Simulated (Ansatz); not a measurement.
`CCO[SiH2]P` → 2 C• + 9 H• + O• + P• + Si•  (atomization)

Computed with Ansatz on PBE0-D4/def2-TZVP structures; ΔE is electronic, products minus reactants. CCSD(T)/CBS is the MP2 limit (def2-TZVPP, def2-QZVPP) plus CCSD(T) − MP2 in def2-TZVPP, frozen cores. This one scheme is used for every species, atoms too. DFT in def2-TZVPP. No spin–orbit coupling; open shells (•) take unrestricted orbitals. Spin–orbit coupling would lower the free atoms: a little for C, O, Si. One conformer a species, not always the lowest.

```
             level  ΔE (kJ/mol)  difference from CCSD(T)/CBS
         r2SCAN-D4       4920.0                          0.6
           ωB97X-V       4951.8                         32.4
               PBE       4936.1                         16.7
            r2SCAN       4912.7                         -6.7
              PBE0       4880.0                        -39.4
SCS-MP2/def2-TZVPP       4831.1                        -88.3
   CCSD/def2-TZVPP       4732.2                       -187.2
CCSD(T)/def2-TZVPP       4791.4                       -128.0
     MP2/CBS(def2)       4939.3                         19.9
    CCSD/CBS(def2)       4860.2                        -59.2
       CCSD(T)/CBS       4919.4                            0
```

Largest T1 diagnostic among the species: 0.012.

From PBE to PBE0 (25 % exact exchange), in def2-TZVPP and without D4, ΔE moves by −56.1 kJ/mol: exact exchange takes away binding that semilocal exchange gives to molecules. The D4 term adds +45.3 kJ/mol with B3LYP and +24.0 kJ/mol with PBE0; it sums over pairs of atoms, weighted by their polarisabilities, and B3LYP, whose exchange is more repulsive, gets the larger term. In def2-TZVPP, CCSD(T) changes the Hartree–Fock value by +1175.6 kJ/mol (the triples alone add +59.2 kJ/mol) and MP2 by +1195.5 kJ/mol; breaking electron pairs costs correlation energy, which Hartree–Fock lacks.

B3LYP here is the variant with VWN-RPA as its local correlation; programs differ in this.

For atomizations the MP2-based limit and the directly extrapolated one differ by several kJ/mol either way, and by 10 to 25 for some Ge, Se and Sn compounds, so smaller differences from it don't rank the levels.
